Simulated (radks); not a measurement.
Values are calculated unless marked as measured or tabulated.
Species: Te2+. Configuration: [Kr] 4d9 5s2 5p3 (not the ground configuration). Code: a radial shooting solver on a logarithmic mesh with Libxc functionals. Model: scalar-relativistic Kohn-Sham, SCAN, spin-unpolarised, spherical densities, finite nucleus; meta-GGA in the generalised Kohn-Sham scheme; Fermi nuclear charge, rms radius 4.7423 fm.

Normalised radial functions P(r) = r R(r), r in bohr:

```
   r/bohr * 3d, o 4s, + 5p (the largest magnitude, 1.84, reaches the edge; | marks zero, & curves that meet)
 0.002983                             & o
 0.003979                             &  o
 0.005265                             &  o
 0.007022                             &   o
 0.009291                             &   o
  0.01229                             &    o
   0.0164                             *+  o
  0.02169                             *+ o
   0.0287                             |&o
  0.03828                            o| &
  0.05065                         o   | + *
  0.06702                      o      | +    *
  0.08939                      o      | +        *
   0.1183                         o   +                *
   0.1578                           + |   o                  *
   0.2087                          +  |         o                *
   0.2762                          +  |         o                *
   0.3683                             + o                  *
   0.4874                  o          |   +        *
   0.6449          o                  |     &
   0.8601            o                | *+
    1.138                   o      +  *
    1.506                    +     o  *
    2.008                  +         o*
    2.657                    +        &
    3.544                        +    &
    4.689                           + &
    6.205                             &
```

3d: eigenvalue -593.88 eV, 0 radial nodes, <r> = 0.297 bohr, 90 % of the charge inside 0.466 bohr. 4s: eigenvalue -196.29 eV, 3 radial nodes at r = 0.0347, 0.138, 0.381 bohr, <r> = 0.762 bohr, 90 % of the charge inside 1.10 bohr. 5p: eigenvalue -24.325 eV, 3 radial nodes at r = 0.122, 0.371, 0.984 bohr, <r> = 2.24 bohr, 90 % of the charge inside 3.26 bohr.
